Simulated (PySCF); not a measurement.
C$_{2}$H$_{3}$O$_{3}$ (SMILES COC([O])=O), doublet, geometry from GFN2-xTB. Base run: B3LYP/STO-3G in PySCF.

Geometry (Å):
```xyz
8

C     -1.7324    -0.0944    -0.0211
O     -0.5038    -0.7765    -0.1745
C      0.5586     0.0020     0.0004
O      1.7143    -0.4049    -0.0911
O      0.4305     1.2157     0.2732
H     -1.4997     0.9633     0.2165
H     -2.2928    -0.5389     0.8019
H     -2.2928    -0.1441    -0.9552
```
Charge 0, spin multiplicity 2.
Orbitals are unrestricted.
All else is at PySCF's defaults.

Variants of this job, named by their change:

```tsv
change	E (Eh)	HOMO (eV)	dipole (D)	<S^2>	core-seconds (rough)
base	-299.50379	-5.07	2.17	0.755	7
functional = r2scan	-299.42673	-4.08	2.18	0.755	9
functional = lda,vwn	-297.19080	-3.56	2.18	0.752	3
functional = tpssh	-299.59068	-4.51	2.13	0.754	10
functional = m062x	-299.50497	-6.48	2.19	0.758	10
functional = lc_wpbe	-299.32651	-7.87	2.19	0.756	10
functional = b3lyp5	-299.35789	-4.97	2.16	0.755	7
functional = wb97m_v	-299.51286	-7.43	2.12	0.756	100
functional = mn15	-297.98086	-6.06	2.18	0.755	8
functional = hse06	-299.26157	-4.85	2.18	0.756	10
functional = x3lyp	-299.38804	-5.08	2.17	0.755	6
functional = pw6b95	-299.88147	-5.51	2.20	0.756	10
functional = b97m_v	-299.55500	-4.26	2.19	0.754	100
```

Totals shift with the method and basis; they matter in differences.

Open shells are given as the SCF converged; they aren't shown to be the lowest states, and a large step between rows can be another state.
